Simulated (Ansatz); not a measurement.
Ansatz (a program for electronic structure) input (CCSD(T)/aug-cc-pV(D+d)Z):
A basis named .json is the Basis Set Exchange file of that set.

Ansatz 0.2 input:
```yaml
crystal:
  periodic: [false, false, false]
  atoms:
    - {symbol: C, position_ang: [-2.26223709, -0.10724821, -0.05405423]}
    - {symbol: C, position_ang: [-0.77427014, -0.15619781, 0.09161600]}
    - {symbol: C, position_ang: [-0.02846144, -0.97415679, 0.89580600]}
    - {symbol: C, position_ang: [1.38504663, -0.75285681, 0.78739689]}
    - {symbol: C, position_ang: [1.82344582, 0.23121678, -0.08984316]}
    - {symbol: S, position_ang: [0.34607524, 0.86923333, -0.77764906]}
    - {symbol: H, position_ang: [-2.67690430, 0.87302419, 0.21154013]}
    - {symbol: H, position_ang: [-2.73589117, -0.84876885, 0.59727969]}
    - {symbol: H, position_ang: [-2.58962956, -0.31703641, -1.07983506]}
    - {symbol: H, position_ang: [-0.48139608, -1.71704952, 1.54980464]}
    - {symbol: H, position_ang: [2.08547466, -1.34244566, 1.37806655]}
basis:
  gaussian:
    orbitals: aug-cc-pV_D+d_Z.json
total_charge: -1
magnetization: {spin_polarized: false}
correlation: {method: ccsd_t, electrons: outside_noble_gas}
output: {forces: true}
```

Output:

```
Functional definition: HF
integrals: 0.91 GiB planned
1926 factors; integrals over basis functions are off by at most 7.1e-4 eV
mean field: 1.15 GiB planned
mean field evaluation 1: about -16043.5684 eV, gradient 3.4e1 eV
mean field evaluation 2: about -16043.5812 eV, gradient 3.4e1 eV
mean field evaluation 4: about -16047.5805 eV, gradient 6.2e0 eV
mean field evaluation 8: about -16047.7437 eV, gradient 6.1e-1 eV
mean field evaluation 16: about -16046.4359 eV, gradient 2.1e1 eV
mean field -16047.74747561 eV, -589.7438421748 hartree, gradient 3.0e-6 eV, S^2 0.000000; 0 other end points of the search recorded, 0 dependent functions left out
10 core orbitals not correlated
reference -16047.74747561 eV, -589.7438421748 hartree; 16, 16 occupied and 166, 166 virtual orbitals, 1926 factors
too little memory for Intel AMX tiles; the run may be slower
densities: 5.43 GiB planned
second order -23.25744370 eV of doubles, -0.00000000 eV of singles
coupled cluster: 2.78 GiB planned
cycle   1  -23.37966706 eV  change   -1.2e-1 eV  update   1.4e-1
cycle   2  -24.09678842 eV  change   -7.2e-1 eV  update   4.3e-2
cycle   3  -24.27122927 eV  change   -1.7e-1 eV  update   2.3e-2
cycle   4  -24.26488654 eV  change    6.3e-3 eV  update   7.4e-3
cycle   5  -24.26263883 eV  change    2.2e-3 eV  update   4.3e-3
cycle   6  -24.26305794 eV  change   -4.2e-4 eV  update   1.7e-3
cycle   7  -24.26240742 eV  change    6.5e-4 eV  update   8.6e-4
cycle   8  -24.26204813 eV  change    3.6e-4 eV  update   3.7e-4
cycle   9  -24.26210859 eV  change   -6.0e-5 eV  update   1.7e-4
cycle  10  -24.26223979 eV  change   -1.3e-4 eV  update   7.7e-5
cycle  11  -24.26213877 eV  change    1.0e-4 eV  update   3.9e-5
cycle  12  -24.26215666 eV  change   -1.8e-5 eV  update   2.0e-5
cycle  13  -24.26215281 eV  change    3.8e-6 eV  update   9.6e-6
cycle  14  -24.26215349 eV  change   -6.8e-7 eV  update   4.3e-6
perturbative correction -1.21967363 eV, -0.0448221794 hartree
the calculation of the forces begins
Total energy: -16073.22930274 eV, -590.6802820495 hartree
Atom 0 at    -2.262237    -0.107248    -0.054054 Å, force    -0.155550     0.058321    -0.064258 eV/Å
Atom 1 at    -0.774270    -0.156198     0.091616 Å, force    -0.208634     0.447501    -0.426493 eV/Å
Atom 2 at    -0.028461    -0.974157     0.895806 Å, force    -0.057383    -0.533523     0.487787 eV/Å
Atom 3 at     1.385047    -0.752857     0.787397 Å, force     0.194759    -0.497679     0.471796 eV/Å
Atom 4 at     1.823446     0.231217    -0.089843 Å, force     0.815981     0.631768    -0.527056 eV/Å
Atom 5 at     0.346075     0.869233    -0.777649 Å, force    -0.276198     0.514638    -0.492929 eV/Å
Atom 6 at    -2.676904     0.873024     0.211540 Å, force    -0.135629     0.394926     0.122295 eV/Å
Atom 7 at    -2.735891    -0.848769     0.597280 Å, force    -0.182923    -0.327088     0.289064 eV/Å
Atom 8 at    -2.589630    -0.317036    -1.079835 Å, force    -0.099508    -0.097612    -0.412174 eV/Å
Atom 9 at    -0.481396    -1.717050     1.549805 Å, force    -0.212582    -0.342480     0.301244 eV/Å
Atom 10 at     2.085475    -1.342446     1.378067 Å, force     0.317668    -0.248773     0.250724 eV/Å
Dipole moment:    -1.337244    -0.285653     0.172868 e Å
```

It need not be the lowest isomer of its formula. Whether it binds its extra electron was not tested at this geometry.
